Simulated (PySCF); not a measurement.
How methods differ on the ionisation energy of F²⁺

F²⁺ [He] 2s2 2p3 (4S) → F³⁺ [He] 2s2 2p2 (3P), as a difference of total energies. All numbers are calculated (PySCF 2.14, the non-relativistic Hamiltonian (point nucleus), in aug-cc-pVQZ (6s5p4d3f2g, 80 functions)). Correlated levels: valence: 1s2 frozen. The calculations carry no spin-orbit coupling.

```csv
method,ionisation energy (eV)
UHF,62.256
MP2 (valence),62.895
SCS-MP2 (valence),62.620
CCSD (valence),62.668
CCSD(T) (valence),62.671
```

Problem. How much does correlation contribute at CCSD(T) (valence)?

Solution. 62.671 − (62.256) = 0.415 eV, measured against UHF.

A first-order spin-orbit estimate (lowest level to lowest level, LS coupling) adds -0.054 eV.

Errors of the correlated levels include the incompleteness of this basis and the frozen core.

For comparison: 62.708 eV (semi-empirical (NIST evaluation); NIST Atomic Spectra Database, ionization energies).
